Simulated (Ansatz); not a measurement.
C₄H₁₂GeO₃ (`CC[O][GeH]([O]C)[O]C`) from Hartree–Fock to CCSD(T)

Cartesian coordinates in Å:
```
C -0.327 -0.779 -3.154
C -0.384 -0.792 -1.647
O 0.743 -0.087 -1.144
Ge 0.890 0.192 0.583
O -0.465 1.149 1.200
C -0.589 2.498 0.811
O 0.725 -1.367 1.377
C 0.477 -1.436 2.766
H -0.348 0.246 -3.531
H 0.592 -1.254 -3.505
H -1.179 -1.321 -3.572
H -0.378 -1.822 -1.271
H -1.313 -0.322 -1.297
H 2.228 0.902 0.815
H -1.405 2.941 1.385
H -0.824 2.595 -0.255
H 0.323 3.075 1.016
H -0.417 -0.871 3.048
H 0.324 -2.486 3.023
H 1.326 -1.062 3.351
```

Charge 0, multiplicity 1. Correlated methods include outer-core shells of Ge, which these sets cover unevenly. Scalar relativity is left out up to krypton. Geometry: relaxed with PBE0-D4/def2-TZVP. It is one conformer, not always the lowest. Frozen core, restricted reference, the Gaussian-basis code of Ansatz.

| basis | HF (Eh) | MP2 corr. |
| --- | --- | --- |
| def2-SVP | -2457.90179 | -1.35156 |
| def2-TZVPP | -2458.62601 | -1.66215 |
| def2-QZVPP | -2458.68685 | -2.02658 |

(1) Estimate the CCSD correlation energy and the (T) correction in each basis where they were run (hartree).

## Answers

(1) 
```
     basis  CCSD corr.       (T)
  def2-SVP    -1.41896  -0.03814
def2-TZVPP    -1.71343  -0.06498
```
